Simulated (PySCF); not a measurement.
## Basis-set dependence of population analyses: `C=C(F)B(F)F`

Species: C2H2BF3.
Structure used (PBE0-D3(BJ)/def2-SVP), in Å, numbered top down from 1:
```xyz
8
C2H2BF3 angstrom
C     -1.240    0.164   -0.309
C     -0.016   -0.369   -0.351
F      0.253   -1.381   -1.185
B      1.175    0.118    0.532
F      2.364   -0.435    0.450
F      1.005    1.108    1.387
H     -1.443    0.987    0.377
H     -2.046   -0.208   -0.947
```

PBE0 throughout (PySCF), one geometry, spherical d and f functions. Isolated species at its PBE0-D3(BJ)/def2-SVP geometry, gas phase. Atoms taken as equivalent share a column and are averaged.

Mulliken charges (e):

| basis | functions | C1 | C2 | F3 | B4 | F5/F6 | H7 | H8 |
| --- | --- | --- | --- | --- | --- | --- | --- | --- |
| STO-3G | 32 | -0.201 | -0.020 | -0.078 | +0.360 | -0.115 | +0.085 | +0.084 |
| 6-31G | 58 | -0.381 | +0.162 | -0.324 | +0.706 | -0.282 | +0.202 | +0.200 |
| pcSseg-0 | 58 | -0.396 | -0.126 | -0.348 | +0.974 | -0.304 | +0.247 | +0.258 |
| 6-31G* | 88 | -0.456 | +0.266 | -0.319 | +0.595 | -0.248 | +0.207 | +0.203 |
| cc-pVDZ | 94 | -0.063 | +0.041 | -0.179 | +0.222 | -0.081 | +0.076 | +0.067 |
| def2-SVP | 94 | -0.091 | +0.113 | -0.215 | +0.217 | -0.094 | +0.084 | +0.081 |
| aug-cc-pVDZ | 156 | +0.318 | +0.842 | -0.487 | +0.866 | -0.402 | -0.400 | -0.335 |
| 6-311+G(2d,p) | 174 | -0.203 | +0.041 | -0.300 | +0.762 | -0.297 | +0.148 | +0.146 |
| def2-TZVP | 198 | -0.251 | +0.073 | -0.177 | +0.487 | -0.223 | +0.164 | +0.151 |
| cc-pVTZ | 208 | -0.260 | +0.158 | -0.162 | +0.332 | -0.176 | +0.148 | +0.136 |
| IGLO-III | 230 | -0.219 | +0.057 | -0.227 | +0.790 | -0.333 | +0.127 | +0.138 |

IAO charges (e):

```csv
basis,functions,C1,C2,F3,B4,F5/F6,H7,H8
STO-3G,32,-0.299,-0.019,-0.086,+0.439,-0.155,+0.137,+0.138
6-31G,58,-0.303,+0.090,-0.242,+0.672,-0.290,+0.183,+0.180
pcSseg-0,58,-0.298,+0.084,-0.231,+0.651,-0.278,+0.176,+0.174
6-31G*,88,-0.305,+0.109,-0.252,+0.715,-0.303,+0.172,+0.169
cc-pVDZ,94,-0.309,+0.114,-0.253,+0.700,-0.299,+0.175,+0.170
def2-SVP,94,-0.298,+0.109,-0.253,+0.698,-0.297,+0.171,+0.167
aug-cc-pVDZ,156,-0.310,+0.117,-0.267,+0.715,-0.307,+0.182,+0.176
"6-311+G(2d,p)",174,-0.309,+0.115,-0.268,+0.722,-0.309,+0.183,+0.177
def2-TZVP,198,-0.312,+0.117,-0.267,+0.728,-0.312,+0.181,+0.176
cc-pVTZ,208,-0.314,+0.117,-0.265,+0.727,-0.311,+0.181,+0.175
IGLO-III,230,-0.312,+0.116,-0.268,+0.727,-0.311,+0.182,+0.177
```

Hirshfeld charges (e):

```json
{"basis": "STO-3G", "functions": "32", "C1": "-0.095", "C2": "-0.015", "F3": "-0.035", "B4": "+0.201", "F5/F6": "-0.056", "H7": "+0.029", "H8": "+0.028"}
{"basis": "6-31G", "functions": "58", "C1": "-0.082", "C2": "+0.006", "F3": "-0.093", "B4": "+0.286", "F5/F6": "-0.124", "H7": "+0.065", "H8": "+0.066"}
{"basis": "pcSseg-0", "functions": "58", "C1": "-0.083", "C2": "+0.002", "F3": "-0.082", "B4": "+0.288", "F5/F6": "-0.124", "H7": "+0.062", "H8": "+0.061"}
{"basis": "6-31G*", "functions": "88", "C1": "-0.090", "C2": "+0.006", "F3": "-0.084", "B4": "+0.286", "F5/F6": "-0.120", "H7": "+0.060", "H8": "+0.061"}
{"basis": "cc-pVDZ", "functions": "94", "C1": "-0.091", "C2": "-0.003", "F3": "-0.070", "B4": "+0.274", "F5/F6": "-0.115", "H7": "+0.060", "H8": "+0.060"}
{"basis": "def2-SVP", "functions": "94", "C1": "-0.091", "C2": "+0.001", "F3": "-0.078", "B4": "+0.289", "F5/F6": "-0.121", "H7": "+0.061", "H8": "+0.061"}
{"basis": "aug-cc-pVDZ", "functions": "156", "C1": "-0.092", "C2": "-0.001", "F3": "-0.086", "B4": "+0.305", "F5/F6": "-0.130", "H7": "+0.065", "H8": "+0.068"}
{"basis": "6-311+G(2d,p)", "functions": "174", "C1": "-0.087", "C2": "-0.002", "F3": "-0.088", "B4": "+0.315", "F5/F6": "-0.135", "H7": "+0.065", "H8": "+0.067"}
{"basis": "def2-TZVP", "functions": "198", "C1": "-0.090", "C2": "+0.001", "F3": "-0.085", "B4": "+0.309", "F5/F6": "-0.132", "H7": "+0.064", "H8": "+0.066"}
{"basis": "cc-pVTZ", "functions": "208", "C1": "-0.092", "C2": "+0.001", "F3": "-0.081", "B4": "+0.304", "F5/F6": "-0.130", "H7": "+0.063", "H8": "+0.065"}
{"basis": "IGLO-III", "functions": "230", "C1": "-0.092", "C2": "0.000", "F3": "-0.086", "B4": "+0.313", "F5/F6": "-0.133", "H7": "+0.065", "H8": "+0.067"}
```

Some averages cover members that differ in this geometry, most widely: F5/F6, Mulliken in 6-311+G(2d,p) -0.327 to -0.268; F5/F6, Mulliken in aug-cc-pVDZ -0.417 to -0.387 e.

Q: Which scheme is steadiest as the basis changes?

A: Largest range over the bases for any column: Hirshfeld 0.11 e, IAO 0.29 e, Mulliken 0.97 e. Hirshfeld charges move least and Mulliken charges most, counted in e. Without the minimal STO-3G basis the ranges are Hirshfeld 0.04, IAO 0.08, Mulliken 0.97 e.

Q: How much do the charges still move between the two largest bases, cc-pVTZ and IGLO-III?

A: At most, over all atoms: Mulliken 0.458 e, IAO 0.004 e, Hirshfeld 0.009 e.

Q: What do the same runs give for the total energy, the frontier levels and the dipole moment?

A: 
| basis | energy (Eh) | HOMO (eV) | LUMO (eV) | μ (D) |
| --- | --- | --- | --- | --- |
| STO-3G | -395.9330 | -4.72 | 2.16 | 0.45 |
| 6-31G | -401.3786 | -8.20 | -1.60 | 2.13 |
| pcSseg-0 | -400.5776 | -8.40 | -1.72 | 2.05 |
| 6-31G* | -401.4698 | -7.88 | -1.18 | 1.57 |
| cc-pVDZ | -401.4993 | -8.06 | -1.41 | 1.63 |
| def2-SVP | -401.1772 | -8.17 | -1.50 | 1.71 |
| aug-cc-pVDZ | -401.5275 | -8.31 | -1.73 | 1.85 |
| 6-311+G(2d,p) | -401.6136 | -8.34 | -1.75 | 1.90 |
| def2-TZVP | -401.6546 | -8.29 | -1.65 | 1.81 |
| cc-pVTZ | -401.6344 | -8.24 | -1.58 | 1.75 |
| IGLO-III | -401.6615 | -8.31 | -1.70 | 1.84 |

The dipole is fixed by the density alone, so its range of 1.68 D shows that the density itself changes with the basis, not only its division among atoms.
